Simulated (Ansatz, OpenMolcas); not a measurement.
# How methods differ on CH3BCl2O (methoxydichloroborane)

The species is CH3BCl2O (8 atoms), meant as a singlet with charge 0. SMILES: `COB(Cl)Cl`. Geometry: relaxed at PBE0-D4/def2-TZVP.

```xyz
8

C    -0.1730   -0.6441    0.9404
O     0.0001   -0.5471   -0.4623
B     0.2130    0.5735   -1.1475
Cl    0.3829    0.4557   -2.8876
Cl    0.3318    2.1607   -0.3896
H     0.4521   -1.4624    1.2973
H     0.1042    0.2820    1.4452
H    -1.2188   -0.8754    1.1482
```

Quantity: the HOMO–LUMO gap, in eV. The values are calculated.

```tsv
level	kind	program	value (eV)	CPU time
HF/def2-SVP	Hartree–Fock	Ansatz	16.13	3.2 s
SVWN5/def2-SVP	LDA	Ansatz	6.27	4.7 s
BHLYP/def2-SVP	global hybrid	OpenMolcas	11.26	48 s
M06-2X/def2-SVP	hybrid meta-GGA	OpenMolcas	11.14	50 s
PBE0/def2-SVP	global hybrid	Ansatz	8.85	9.6 s
CAM-B3LYP/def2-SVP	range-separated hybrid	Ansatz	11.39	9.6 s
wB97M-V/def2-SVP	range-separated hybrid	Ansatz	13.24	84 s
B2PLYP/def2-SVP	double hybrid	Ansatz	11.55	13 s
```

The values span 6.27 to 16.13 eV. Orbital gaps aren't excitation energies, and those of double hybrids come from the SCF part alone; they tend to grow with the share of exact exchange. Times are those of the runs behind each value, whatever else they computed, on shared processors of several kinds: orders of magnitude only.
